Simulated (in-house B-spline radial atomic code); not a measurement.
Results of a calculation; reference values are marked as such.
## Cu ion on N atom: potential, deflection and energy transfer

The pair potential comes from two frozen, spherical free-atom densities (PBE, B-spline radial code, scalar-relativistic past argon): electrostatics plus the change in Thomas-Fermi kinetic and Dirac exchange energy where they overlap, the recipe behind the universal ZBL potential, which averages such potentials (from solid-state densities) over many pairs. It is written V = (Z1 Z2 e²/r) φ(r/a), with e² = 14.3996 eV·Å and a = 0.46850 Å/(Z1^0.23 + Z2^0.23); ZBL's fit is φ = 0.18175 e^(−3.1998x) + 0.50986 e^(−0.94229x) + 0.28022 e^(−0.4029x) + 0.02817 e^(−0.20162x). Where φ falls below 4e-4 it is continued as an exponential.

Masses 63.55 and 14.01 u.

```json
{"x = r/a": "0.1", "φ, this pair": "0.8935", "φ, ZBL": "0.8928"}
{"x = r/a": "0.5", "φ, this pair": "0.629", "φ, ZBL": "0.6096"}
{"x = r/a": "1.5", "φ, this pair": "0.319", "φ, ZBL": "0.2995"}
{"x = r/a": "3", "φ, this pair": "0.1406", "φ, ZBL": "0.1292"}
{"x = r/a": "5", "φ, this pair": "0.0553", "φ, ZBL": "0.05224"}
{"x = r/a": "8", "φ, this pair": "0.01887", "φ, ZBL": "0.01705"}
{"x = r/a": "12", "φ, this pair": "0.004633", "φ, ZBL": "0.00474"}
{"x = r/a": "17", "φ, this pair": "0.0007984", "φ, ZBL": "0.001212"}
```

(1) At x = 0.5 the electrostatic, kinetic and exchange parts are 24675.83, 4817.45 and -183.71 eV. Find r, V and φ.

(2) The ion comes in at 12.9 keV with impact parameter 0.6274 Å. The scattering integral gives a centre-of-mass angle of 11.22° and a closest approach of 5.256 a. What are the reduced energy, the energy passed on and the laboratory angles?

Results:

(1) a = 0.46850/(2.1695 + 1.5645) = 0.12547 Å, so r = 0.06274 Å. V = 24675.83 + 4817.45 + (-183.71) = 29309.57 eV. The bare repulsion is 29 × 7 × 14.3996/0.06274 = 46595 eV, so φ = 0.6290, +3.2 % against ZBL's 0.6096. The kinetic (Pauli) term is 16 % of V here.

(2) ε = E a M2/(Z1 Z2 e² (M1 + M2)) = 12900 × 7.7535e-06 = 0.1. The most that one collision can pass on is γE with γ = 4 M1 M2/(M1 + M2)² = 0.5920. Here T = γE sin²(θ/2) = 0.5920 × 12900 × 0.009563 = 73.02 eV. The ion turns by arctan(sin θ/(cos θ + M1/M2)) = 2.0°, and the struck atom leaves at (180° − θ)/2 = 84.4°. The closest approach is 0.659 Å. With ZBL the angle would be 10.78° and T = 67.41 eV.
